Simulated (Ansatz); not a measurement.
Relaxation of ZnO2⁻ with UKS PBE0-D4/def2-TZVPD.

```sh
$ ansatz run in.yaml --threads 4 --pin off --events-out ev --progress --plain --max-ram 3916MiB
```

```yaml
crystal:
  periodic: [false, false, false]
  atoms:
    - {symbol: Zn, position_ang: [-0.000410, -0.000100, -0.000180]}
    - {symbol: O, position_ang: [-0.017100, 1.364790, -1.063870]}
    - {symbol: O, position_ang: [0.017510, -1.364690, 1.064050]}
basis:
  gaussian: {orbitals: def2-TZVPD}
total_charge: -1
magnetization: {spin_polarized: true, initial_magnetization: 1}
hamiltonian: {xc: pbe0, dispersion: d4}
scf: {lower_state_search: "off"}
output: {orbitals: {seedname: orbitals}}
relax: {f_tol: 0.02, max_steps: 100}
```

Run time 3.8 s (4 threads of Arm Neoverse V2 on a shared host).

Positions (Å) and forces (eV/Å) at steps 1, 2, 3 of 3:

```xyz
3
step=1 energy=-52503.2703 eV
Zn    0.000    0.000    0.000    0.001   -0.001    0.002
O    -0.017    1.365   -1.064   -0.003    0.178   -0.140
O     0.018   -1.365    1.064    0.002   -0.178    0.138
3
step=2 energy=-52503.2717 eV
Zn    0.000    0.000    0.000    0.001   -0.001    0.001
O    -0.017    1.368   -1.066   -0.002    0.098   -0.077
O     0.017   -1.368    1.067    0.001   -0.098    0.076
3
step=3 energy=-52503.2724 eV
Zn    0.000    0.000    0.000    0.000    0.000    0.000
O    -0.017    1.372   -1.070    0.000    0.002   -0.001
O     0.017   -1.372    1.070    0.000   -0.002    0.001
```

The relaxation made no stability test and no search for a lower SCF solution. The structure comes from a short search, and lower isomers may exist.
